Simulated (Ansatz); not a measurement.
SnH3(OSiMe3) (C₃H₁₂OSiSn). Charge 0, multiplicity 3. Geometry PBE0-D4/def2-SVP, that of the neutral singlet; atoms count from 1.

```xyz
18

Sn   -1.8467   -0.6467   -2.1270
H    -1.2177   -1.9499   -3.0411
H    -3.5344   -0.7677   -1.8896
H    -1.3899    0.8699   -2.7880
O    -1.0596   -0.7883   -0.3159
Si    0.2028   -0.0361    0.4676
C     1.7425   -0.0725   -0.6145
C     0.5039   -0.9754    2.0599
C    -0.2522    1.7497    0.8400
H     2.6026    0.3889   -0.1027
H     1.5868    0.4797   -1.5563
H     2.0203   -1.1075   -0.8708
H     0.7666   -2.0241    1.8504
H     1.3246   -0.5266    2.6422
H    -0.4006   -0.9747    2.6879
H    -0.4333    2.3191   -0.0862
H    -1.1675    1.7999    1.4509
H     0.5517    2.2621    1.3932
```

In the def2 sets Sn takes a core potential; there is no spin–orbit coupling. At PBE0-D4/def2-TZVP a singlet of charge 0 lies 5.70 eV below the triplet at the same geometry.

(1) Estimate the Mulliken populations from the PBE0/def2-TZVP orbitals of Ansatz.

(2) Where does the spin sit?

(3) And the Mayer bond orders between heavy atoms (over 0.3)?

Results:

(1) 
| atom | charge (e) | spin (α − β) |
| --- | --- | --- |
| Sn1 | -0.13 | 0.95 |
| H2 | 0.01 | 0.14 |
| H3 | -0.02 | 0.04 |
| H4 | -0.05 | 0.01 |
| O5 | -0.22 | 0.64 |
| Si6 | 0.47 | 0.01 |
| C7 | -0.46 | 0.06 |
| C8 | -0.46 | 0.00 |
| C9 | -0.45 | 0.09 |
| H10 | 0.14 | 0.02 |
| H11 | 0.16 | 0.00 |
| H12 | 0.15 | 0.00 |
| H13 | 0.14 | 0.00 |
| H14 | 0.12 | 0.01 |
| H15 | 0.14 | 0.00 |
| H16 | 0.16 | 0.00 |
| H17 | 0.15 | 0.00 |
| H18 | 0.14 | 0.02 |
Mulliken values depend strongly on the basis.

(2) Summed by element: Sn 0.95, H 0.25, O 0.64, Si 0.01, C 0.15, of 2 unpaired in all. Largest on single atoms: Sn1 0.95, O5 0.64, H2 0.14.

(3) Sn1–O5 0.40 (1.98 Å); O5–Si6 1.07 (1.67 Å); Si6–C7 0.96 (1.88 Å); Si6–C8 1.03 (1.87 Å); Si6–C9 0.94 (1.88 Å).
